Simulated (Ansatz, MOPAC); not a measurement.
Potential energy curve for BrBe (cation, charge +1), lowest triplet found (which spin is the ground state isn't settled by this scan).

- UCCSDT = CCSDT on UHF/cc-pVDZ, cores with 3d frozen in Ansatz (an electronic-structure program)
- FCI = Ansatz with full CI/cc-pVDZ, cores with 3d frozen
- AM1, unrestricted, heats of formation (MOPAC)
- ROCCSD = Ansatz with CCSD on ROHF/cc-pVDZ, cores with 3d frozen

Energies are in kcal/mol, each relative to the lowest point of its own curve between 1.87 and 2.70 Å, where full CI is lowest.

```csv
R / Å,UCCSDT,FCI,AM1,ROCCSD
1.54,107.6,107.6,32.0,107.6
1.67,56.5,56.5,18.7,56.5
1.78,30.7,30.7,10.6,30.7
1.87,17.4,17.4,5.9,17.4
1.98,7.5,7.5,2.1,7.5
2.03,4.7,4.7,1.1,4.7
2.10,2.1,2.1,0.2,2.1
2.19,0.4,0.4,0.0,0.4
2.26,0.0,0.0,0.5,0.0
2.34,0.3,0.3,1.6,0.3
2.42,1.2,1.2,3.1,1.1
2.59,4.1,4.1,7.7,4.0
2.70,6.4,6.4,11.1,6.3
2.91,11.0,11.0,18.1,10.8
3.15,15.8,15.8,25.8,15.4
3.43,20.3,20.3,33.4,19.8
3.80,24.5,24.5,40.8,23.7
4.22,27.3,27.3,45.8,26.4
4.77,29.2,29.2,48.7,28.2
5.44,30.3,30.3,49.6,29.3
6.30,30.9,30.9,49.8,29.9
7.36,31.1,31.2,49.8,30.1
```

At the longest distance, 7.36 Å, AM1 lies highest above its minimum (49.8 kcal/mol) and ROCCSD lowest (30.1 kcal/mol).
